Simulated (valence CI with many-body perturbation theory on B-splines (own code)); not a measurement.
## Ladder of approximations for As2+

Computed by configuration interaction combined with many-body perturbation theory (CI+MBPT): three valence electrons over a frozen Dirac-Fock core [Ar] 3d10, radial functions for each j: 11 s, 11 p, 9 d, 7 f, 5 g, 2 h, 1 i, with the one-electron correlation potential Σ1, the two-electron term Σ2, the three-electron term Σ3, Breit, model QED; selected CI, second order for the rest, scaled by the run's own slope (own B-spline code, finite nucleus).

Against 13 measured levels this calculation errs by 202 cm⁻¹ on average and by 431 at most. These come from a selection out of Moore, Atomic Energy Levels, vol. II, NSRDS-NBS 35 (1971 reprint of NBS Circular 467, 1952), an old analysis. Levels without a partner in it may be off by more.

Each rung adds one term. CI alone is the Dirac-Coulomb CI over the frozen core; QED comes last and gives the full result, which names the levels. Energies are above 4s²4p ²P°_1/2 on the same rung, in cm⁻¹. A blank means that the level has no clear partner on that rung.

```csv
Level,CI alone
4s²4p ²P°_3/2,2777
4s4p² ⁴P_1/2,61736
4s4p² ⁴P_3/2,62841
4s4p² ⁴P_5/2,64466
4s4p² ²D_3/2,81953
4s4p² ²D_5/2,82273
4s²5s ²S_1/2,104210
4s4p² ²S_1/2,105997
4s4p² ²P_1/2,114286
4s²4d ²D_5/2,116019
4s²5p ²P°_1/2,128914
4s²5p ²P°_3/2,129609
4s²6s ²S_1/2,159968
4s²4f ²F°_7/2,160680
4s²5d ²D_3/2,162724
4s²5d ²D_5/2,162811
```

Task: What do these energies become with core correlation, Breit and QED?

Result: 4s²4p ²P°_3/2 2932 (+154); 4s4p² ⁴P_1/2 65157 (+3421); 4s4p² ⁴P_3/2 66325 (+3484); 4s4p² ⁴P_5/2 68019 (+3553); 4s4p² ²D_3/2 85004 (+3051); 4s4p² ²D_5/2 85326 (+3053); 4s²5s ²S_1/2 106624 (+2414); 4s4p² ²S_1/2 107473 (+1476); 4s4p² ²P_1/2 113842 (-444); 4s²4d ²D_5/2 117607 (+1587); 4s²5p ²P°_1/2 131298 (+2384); 4s²5p ²P°_3/2 132015 (+2405); 4s²6s ²S_1/2 162458 (+2490); 4s²4f ²F°_7/2 163827 (+3147); 4s²5d ²D_3/2 165361 (+2637); 4s²5d ²D_5/2 165447 (+2636).

Task: How does the ionisation energy move along the ladder, and which term matters most?

Result: CI alone 27.939, + Σ1 28.531, + Σ2 28.330, + Σ3 28.326, + Breit 28.311, + QED 28.314 eV. The largest step is Σ1, 0.592 eV. NIST lists 28.349 ± 0.012 eV (measured).
